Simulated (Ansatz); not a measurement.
Ideal-gas functions of CHBFN (`N#CBF`) at 298.15 K and 1 bar, from an Ansatz frequency run at PBE0-D4/def2-TZVP.

Molar mass 56.84 g/mol, point group Cs (symmetry number 1), electronic degeneracy 1, moments of inertia 9.347, 114.068, 123.415 u Å². Harmonic wavenumbers (cm⁻¹, unscaled): 208, 270, 531, 866, 891, 1111, 1385, 2357, 2689.

Use S(trans) = R[1.5 ln M + 2.5 ln T − 1.1517]; rotational temperatures θ = 24.2544 K / I; S(rot) = R[ln(√π/σ · √(T³/θAθBθC)) + 1.5]; for each mode x = 1.438777 ν̃/T, S = R[x/(eˣ − 1) − ln(1 − e⁻ˣ)] and H = RT x/(eˣ − 1); 1 cm⁻¹ = 0.0119627 kJ/mol; R = 8.31446 J/(mol·K).

Question: By hand: the entropy, in J/(mol·K).

Answer: Translation 159.2. Rotation: θ = 2.5949, 0.2126, 0.1965 K, giving 97.5. Vibration, mode by mode: 8.62, 6.68, 2.45, 0.67, 0.61, 0.25, 0.08, 0.00, 0.00, in all 19.4. Electronic 0.0. Sum 276.1 J/(mol·K).

Question: By hand: H − E and G − E in kJ/mol, counted from the electronic energy.

Answer: Zero-point energy ½ × 10308 × 0.0119627 = 61.7; thermal vibration 3.6; translation, rotation and pV give 4 RT = 9.9. H − E = 75.2 kJ/mol, and G − E = 75.2 − 298.15 × 276.1/1000 = -7.1 kJ/mol.

Vibration gives 7 % of the entropy.
